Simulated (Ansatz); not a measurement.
```yaml
crystal:
  periodic: [false, false, false]
  atoms:
    - {symbol: Be, position_ang: [-0.004486, 0.154877, -1.044391]}
    - {symbol: C, position_ang: [0.004256, -0.003349, 0.608541]}
    - {symbol: H, position_ang: [-0.350646, 1.092092, 1.198765]}
    - {symbol: H, position_ang: [1.212056, -0.123166, 1.295245]}
    - {symbol: H, position_ang: [-0.675581, -0.959028, 1.318355]}
    - {symbol: Cl, position_ang: [0.199473, 0.209281, -2.902115]}
basis:
  gaussian: {orbitals: aug-cc-pVDZ, fitting: {mean_field: def2-universal-jkfit}}
hamiltonian: {xc: {name: r2SCAN50}, dispersion: d3bj}
output: {forces: true}
```

```sh
$ ansatz run in.yaml --threads 4 --pin off --events-out ev --progress --plain --max-ram 3916MiB
```

Output, abridged:

```
Warning: the engine holds no damping parameters fitted to this dispersion correction and functional, so the run takes those fitted to r2scan50 beside the three-body term, which d3bj leaves out (hamiltonian.dispersion, under Limitations)
Functional definition: r2SCAN50
308 factors; integrals over basis functions are off by at most 4.0e-1 eV
mean field evaluation 1: about -14005.2154 eV, gradient 3.3e1 eV
mean field evaluation 2: about -14005.5758 eV, gradient 2.9e1 eV
mean field evaluation 4: about -14007.9853 eV, gradient 9.0e-1 eV
mean field evaluation 8: about -14007.9858 eV, gradient 5.0e-3 eV
mean field -14007.98579170 eV, -514.7839828912 hartree, gradient 7.6e-6 eV, S^2 0.000000; 0 other end points of the search recorded, 0 dependent functions left out
reference -14007.98580472 eV, -514.7839833696 hartree; 15, 15 occupied and 85, 85 virtual orbitals, 308 factors
Total energy: -14008.01949762 eV, -514.7852215610 hartree
Atom 0 at    -0.004486     0.154877    -1.044391 Å, force     0.402073    -0.354003    -0.787156 eV/Å
Atom 1 at     0.004256    -0.003349     0.608541 Å, force     0.696509     0.044971     7.092313 eV/Å
Atom 2 at    -0.350646     1.092092     1.198765 Å, force     0.791908    -3.305711    -1.891801 eV/Å
Atom 3 at     1.212056    -0.123166     1.295245 Å, force    -3.761539     0.309339    -2.742311 eV/Å
Atom 4 at    -0.675581    -0.959028     1.318355 Å, force     2.083838     3.257068    -2.749547 eV/Å
Atom 5 at     0.199473     0.209281    -2.902115 Å, force    -0.212789     0.048336     1.078503 eV/Å
Dipole moment:    -0.080033     0.044052     0.323923 e Å
```

Hardware: 4 threads of Arm Neoverse V2 on a shared host. Wall time 1.3 s.
